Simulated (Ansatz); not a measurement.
C4H8OSi, SMILES C=C([SiH3])CC=O.

Geometry optimised at B3LYP-D3(BJ)/def2-SVP. The structure was generated by enumeration, and PubChem lists no compound with its InChIKey, so it may never have been made. The values are those of a single conformer.

Two levels are set side by side: PBE/def2-SVPD (Ansatz, a quantum-chemistry and plane-wave program) and PBE0/def2-SVPD (Ansatz). Energy differences of separate SCF runs at the same geometry; the states with an electron removed or added have multiplicity 2 and 2. Differences are taken from unrounded values.

```
quantity                           PBE0
---------------------------------  ----
vertical ionisation energy (eV)    9.35
vertical singlet–triplet gap (eV)  3.55
```

Task: What does PBE give, and how far is it from PBE0? (Estimate from the structure and the level; the computed values follow.)

Result: 
```tsv
quantity	PBE	PBE minus PBE0
vertical ionisation energy (eV)	8.95	-0.39
vertical singlet–triplet gap (eV)	3.47	-0.08
```
